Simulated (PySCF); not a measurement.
Structure problem from calculated spectra and properties.

Formula: Cl2GaH2N.

- Triplet: lowest triplet excitation (Tamm–Dancoff): 5.43 eV [TDA wB97X-D/def2-SVPD]
- UV, strongest line: among the 15 lowest singlet transitions: S13 at 8.79 eV (141 nm, f = 0.417) [TDDFT wB97X-D/def2-SVPD]
- 1H NMR: chemical shifts (computed TMS as zero) by class: 1.82 (2 H) ppm [GIAO B3LYP/pcSseg-1 (pcSseg-2 on Ga)]
- XPS: Cl2p3/2 205.9 (×2), N1s 405.1, Cl1s 2828.5 (×2) eV [ΔSCF SCAN, pcX-2 on the ionised atom, pcseg-1 elsewhere, spin-free X2C, 2p3/2 from a spin–orbit splitting computed afterwards within the 2p shell]
- NMR, other nuclei: isotropic shieldings of nuclei other than C and H, by class: 213 (1 N), 917 (2 Cl), 1350 (1 Ga) ppm [GIAO B3LYP/pcSseg-1 (pcSseg-2 on Ga)]
- Rotational structure: rotational constants A, B, C: 4.036, 2.144, 1.400 GHz [PBE0-D3(BJ)/def2-SVP]
- UV, first state: lowest singlet excitation: 5.79 eV (214 nm, f = 0.015) [TDDFT wB97X-D/def2-SVPD]
- Polarisability: 61.6 au [wB97X-D/def2-SVPD]
- Dipole: 2.75 D [wB97X-D/def2-SVPD]

The electronic properties come from PySCF, for the isolated species, density fitting. Levels stand in brackets. Geometry: PBE0-D3(BJ)/def2-SVP; no solvent, vibrations or thermal averaging. Relativistic effects, spin–orbit coupling among them, are left out (core-ionisation runs apart) although an element past zinc is present. NMR values are class means; diastereotopic atoms form classes of their own.

Task: Give a SMILES that accounts for the data.

Result: All hydrogens form one class (1.82 ppm): hydrogen on nitrogen. The other shieldings belong to: 213 ppm, nitrogen bonded to Ga and 2 H; 917 ppm, chlorine bonded to Ga; 1350 ppm, gallium bonded to 2 Cl and N. The core levels belong to: Cl2p3/2 205.9 eV, chlorine bonded to Ga; N1s 405.1 eV, nitrogen bonded to Ga and 2 H; Cl1s 2828.5 eV, chlorine bonded to Ga. No core level of Ga was computed. The optimised geometry has point group C2v and is an asymmetric top. Structure: GaCl2(NH2) (`[NH2][Ga]([Cl])[Cl]`). The assignments are read from this structure; whether some other isomer fits the data as well wasn't checked.
